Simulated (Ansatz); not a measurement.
Cost and result for the atomization energy of `[BH2][GeH]([CH3])[OH]` (11 atoms, 10 bonds).

```csv
atom,x (Å),y (Å),z (Å)
B1,0.824,-1.588,0.930
Ge2,0.268,0.305,0.362
C3,-0.482,0.397,-1.447
O4,-0.977,0.865,1.528
H5,0.345,-2.123,1.883
H6,1.646,-2.180,0.294
H7,1.469,1.287,0.436
H8,-1.366,-0.237,-1.522
H9,0.255,0.065,-2.181
H10,-0.766,1.424,-1.680
H11,-1.216,1.785,1.396
```

Charge 0, multiplicity 1. Correlated methods include outer-core shells of Ge, which these sets cover unevenly. Scalar relativity is left out up to krypton. Geometry: relaxed with PBE0-D4/def2-TZVP. It is one conformer, not always the lowest. Program: Ansatz. All runs use 4 threads of an Arm Neoverse V2 on a shared host. Times are those of one run each, without the atoms' runs, and a repeat can differ threefold. Electronic energies, without spin–orbit coupling; frozen cores. CCSD(T)/CBS adds CCSD(T) − MP2 in def2-TZVPP to the MP2 limit, and its time is that of the two runs behind it. T1 = 0.011. With those shells the extrapolation isn't a true limit. B3LYP takes the VWN-RPA correlation (the form of Gaussian; ORCA's B3LYP/G).

CCSD(T)/CBS is a level of theory with its own doubt, some kJ/mol a heavy atom from the limit and from the frozen cores, so smaller differences don't rank the functionals.

| level | functions | wall time | atomization (kcal/mol) | difference from CCSD(T)/CBS | per bond |
| --- | --- | --- | --- | --- | --- |
| PBE-D4/def2-TZVPP (with forces) | 239 | 1.9 s | 894.4 | 4.2 | 0.4 |
| PBE0-D4/def2-TZVPP | 239 | 2.3 s | 884.1 | -6.1 | -0.6 |
| B3LYP-D4/def2-TZVPP (with forces) | 239 | 3.5 s | 886.7 | -3.5 | -0.4 |
| r2SCAN-D4/def2-TZVPP (with forces) | 239 | 3.8 s | 891.0 | 0.8 | 0.1 |
| B2PLYP/def2-TZVPP | 239 | 4 s | 879.5 | -10.7 | -1.1 |
| ωB97X-V/def2-TZVPP | 239 | 6.5 s | 891.3 | 1.1 | 0.1 |
| ωB97M-V/def2-TZVPP (with forces) | 239 | 9 s | 887.6 | -2.6 | -0.3 |
| MP2/def2-QZVPP | 470 | 17 s | 889.8 | -0.4 | 0.0 |
| CCSD(T)/def2-TZVPP | 239 | 120 s | 871.9 | -18.3 | -1.8 |
| CCSD(T)/CBS(def2) | – | 2.3 min | 890.2 | 0.0 | 0.0 |

In def2-TZVPP, CCSD(T) changes the Hartree–Fock value by +211.0 kcal/mol (the triples alone add +10.4 kcal/mol) and MP2 by +218.2 kcal/mol; breaking electron pairs costs correlation energy, which Hartree–Fock lacks. The D4 term adds +7.1 kcal/mol with B3LYP and +3.7 kcal/mol with PBE0; it sums over pairs of atoms, weighted by their polarisabilities, and B3LYP, whose exchange is more repulsive, gets the larger term. From PBE to PBE0 (25 % exact exchange), in def2-TZVPP and without D4, the atomization energy moves by −9.7 kcal/mol: exact exchange takes away binding that semilocal exchange gives to molecules.
